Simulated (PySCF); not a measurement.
**Si²⁺: excitation energy**

Si²⁺ [Ne] 3s2 (1S) → Si²⁺ [Ne] 3d2 (3F), as a difference of total energies. All numbers are calculated (PySCF 2.14, the spin-free X2C one-electron Hamiltonian (Gaussian nucleus), in aug-cc-pCVTZ-DK). Correlated levels: valence: [Ne] frozen; valence and next inner shell: 1s2 frozen; nothing frozen. The calculations carry no spin-orbit coupling.

```tsv
method	excitation energy (eV)
UHF	35.577
LDA	35.489
PBE	34.792
PBE0	35.174
r2SCAN	34.806
B97-3	35.427
CAM-B3LYP	35.952
M06	34.981
wB97X-V	35.628
MP2 (valence)	36.251
SCS-MP2 (valence)	36.558
MP2 (valence and next inner shell)	36.634
SCS-MP2 (valence and next inner shell)	36.859
MP2 (all electrons)	36.626
SCS-MP2 (all electrons)	36.854
```

Task: How much does correlation contribute at MP2 (all electrons)?

Result: 36.626 − (35.577) = 1.049 eV, measured against UHF.

The upper state lies above the first ionisation limit, where it may autoionise and the basis confines it.

The promoted electron is Rydberg-like, and one or two diffuse shells describe it only roughly, which tends to raise the upper state.
